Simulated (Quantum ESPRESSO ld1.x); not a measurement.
The numbers below are computed, except where a source is named.
Problem. All-electron atom: Ag+ in [Kr] 4d10 (the NIST ground configuration). Level of theory: Dirac Kohn-Sham, PBE, spin-unpolarised, spherical densities, point nucleus (ld1.x of Quantum ESPRESSO 7.5). Some entries of the table are withheld. Estimate them.

| orbital | occ. | eigenvalue (hartree) | <r> (bohr) |
|---|---|---|---|
| 1s1/2 | 2 | -930.631 | 0.03111 |
| 2s1/2 | 2 | -137.238 | 0.1345 |
| 2p1/2 | 2 | -127.552 | 0.1141 |
| 2p3/2 | 4 | -121.109 | 0.1192 |
| 3s1/2 | 2 | (1) | 0.3683 |
| 3p1/2 | 2 | -21.5521 | (2) |
| 3p3/2 | 4 | -20.4151 | (3) |
| 3d3/2 | 4 | -13.5968 | 0.3437 |
| 3d5/2 | 6 | -13.3678 | 0.3472 |
| 4s1/2 | 2 | -3.79316 | 0.9127 |
| 4p1/2 | 2 | -2.58315 | 0.9803 |
| 4p3/2 | 4 | -2.39671 | 1.012 |
| 4d3/2 | 4 | -0.58728 | 1.374 |
| 4d5/2 | 6 | -0.56647 | 1.396 |

Solution. 
(1) 3s1/2 eigenvalue (hartree): -25.4047
(2) 3p1/2 <r> (bohr): 0.3600
(3) 3p3/2 <r> (bohr): 0.3709
